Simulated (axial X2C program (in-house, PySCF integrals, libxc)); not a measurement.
The numbers below are computed, except where a source is named.
WB⁺: input and output

Program: an in-house relativistic program for diatomic molecules.

The run was started with this input:
```json
{
 "zs": [
  74,
  5
 ],
 "q": 1,
 "bas": [
  "dyall-cv3z",
  "dyall-v3z"
 ],
 "levels": [
  "PBE0",
  "HF",
  "TPSS"
 ],
 "cc": true,
 "r0": 2.22,
 "thr": -1.0,
 "nmax": 90,
 "npts": 10,
 "nst": 2,
 "ntry": 6
}
```
```bash
python so2c.py task.json out
```

Keys: zs atomic numbers; q charge; bas basis sets; levels methods; cc coupled cluster on or off; r0 starting distance in Å; thr threshold in hartree for freezing inner shells (an s shell follows its p shell); nmax most natural virtual spinors; npts points on the curve; nst determinants followed; ntry starts of the search. HF also brings MP2.

Output of the PBE0 step, scalar-relativistic, at R = 2.086 Å for the state M_S = 3, Λ = 0. It starts from the PBE0 orbitals of the search at 2.086 Å.

```
spin-free X2C-1e  PBE0
basis functions 227  fitting functions 1157  grid points 5080
iter        total energy     max residual
   1     -16167.952034082     4.78e-06
   2     -16167.952034083     5.66e-06
converged
one-electron -22352.44202241  Coulomb 6422.94592666  exact exchange -81.78184430  xc functional -250.53582367  nuclear repulsion 93.86172965
```
Energies are in hartree; totals compare only within one Hamiltonian and basis.
